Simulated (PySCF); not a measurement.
`P[SiH2][Si@@H](P)c1cccs1`: 4 charge schemes on one density

Species: C4H10P2SSi2.
Z-matrix (Å and degrees, GFN2-xTB geometry), rows numbered from 1:
```
P 
Si  1  2.2474
Si  2  2.3422  1  106.88
P   3  2.2566  2  110.87  1   -66.29
C   3  1.8825  2  108.49  1    54.36
C   5  1.3660  3  127.94  2   -76.09
C   6  1.4100  5  113.83  3   177.15
C   7  1.3581  6  112.25  5    -0.43
S   8  1.7179  7  112.09  6     0.10
H   1  1.3829  2   95.10  3   -70.33
H   1  1.3809  2   95.82  3  -163.40
H   2  1.4667  1  105.00  3  -120.95
H   2  1.4694  1  111.60  3   124.16
H   3  1.4699  2  115.15  1   173.59
H   4  1.3845  3   94.40  2    39.95
H   4  1.3827  3   95.90  2   132.73
H   6  1.0774  5  122.65  3    -3.10
H   7  1.0758  6  123.92  5   179.49
H   8  1.0721  7  128.51  6   179.72
```

Density: PBE0/pcSseg-1 (PySCF); schemes: Mulliken, IAO, Hirshfeld and ESP-fitted. The structure is a single GFN2-xTB conformer in the gas phase; no vibrational or solvent corrections.

Task: Atoms with like bonding are taken together and averaged. Which atoms carry the lowest charge in the Mulliken, IAO, Hirshfeld and ESP-fitted schemes?

Result: The schemes don't all agree: Mulliken C5 (-0.578); IAO C5 (-0.434); Hirshfeld C5 (-0.133); ESP-fitted P1 (-0.382).

Task: At which atom do the 4 schemes differ most?

Result: At C5: from -0.578 (Mulliken) to -0.121 e (ESP-fitted), 0.457 e apart.

Task: What partial charge does each atom carry?

Result: In e; atoms taken as equivalent share a row and are averaged (×n: the atom named and its like, n in all):

```csv
atom,environment,Mulliken,IAO,Hirshfeld,ESP-fitted
P1,three-coordinate phosphorus,-0.230,-0.100,-0.021,-0.382
Si2,SiH2 silicon,+0.188,+0.273,+0.183,+0.196
Si3,SiH silicon,+0.342,+0.440,+0.204,+0.270
P4,three-coordinate phosphorus,-0.181,-0.085,-0.019,-0.356
C5,substituted aromatic carbon,-0.578,-0.434,-0.133,-0.121
C6,aromatic CH carbon,-0.040,-0.174,-0.070,-0.011
C7,aromatic CH carbon,-0.044,-0.184,-0.071,-0.323
C8,aromatic CH next to a ring sulfur,-0.272,-0.314,-0.079,-0.191
S9,thiophene-type sulfur,+0.279,+0.346,+0.109,+0.019
H10/H11,P–H hydrogen,+0.070,+0.003,-0.009,+0.135
H12,Si–H hydrogen,-0.019,-0.091,-0.075,-0.019
H13,Si–H hydrogen,-0.026,-0.094,-0.075,-0.090
H14,Si–H hydrogen,-0.013,-0.092,-0.077,-0.041
H15/H16,P–H hydrogen,+0.067,+0.002,-0.010,+0.125
H17,aromatic hydrogen,+0.092,+0.158,+0.049,+0.107
H18,aromatic hydrogen,+0.097,+0.166,+0.058,+0.209
H19,aromatic hydrogen,+0.133,+0.176,+0.056,+0.213
```

Mean size of the charges over all atoms: IAO 0.165 e, ESP-fitted 0.161 e, Mulliken 0.148 e, Hirshfeld 0.069 e. Each set sums to the total charge, 0, to within 0.001 e. The ESP scheme is a least-squares fit of atom-centred charges to the potential on four shells outside the van der Waals surface, with the total charge fixed. The Mulliken scheme counts on each atom the diagonal of the density matrix times the overlap matrix over that atom's basis functions.

Some averages cover members that differ in this geometry: H15/H16, ESP-fitted +0.110 to +0.139; H10/H11, ESP-fitted +0.121 to +0.149 e.

Task: Sum the charges by element, for elements with more than one atom.

Result: 
| element | atoms | Mulliken | IAO | Hirshfeld | ESP-fitted |
| --- | --- | --- | --- | --- | --- |
| P | 2 | -0.411 | -0.185 | -0.040 | -0.739 |
| Si | 2 | +0.529 | +0.712 | +0.387 | +0.466 |
| C | 4 | -0.934 | -1.106 | -0.353 | -0.645 |
| H | 10 | +0.537 | +0.232 | -0.102 | +0.898 |

Task: How closely do the schemes follow one another over all atoms?

Result: Correlation coefficient and root-mean-square difference: IAO with Hirshfeld 0.94, 0.134 e; Mulliken with IAO 0.91, 0.090 e; Mulliken with Hirshfeld 0.78, 0.145 e; Mulliken with ESP-fitted 0.69, 0.156 e; IAO with ESP-fitted 0.67, 0.168 e; Hirshfeld with ESP-fitted 0.61, 0.157 e.
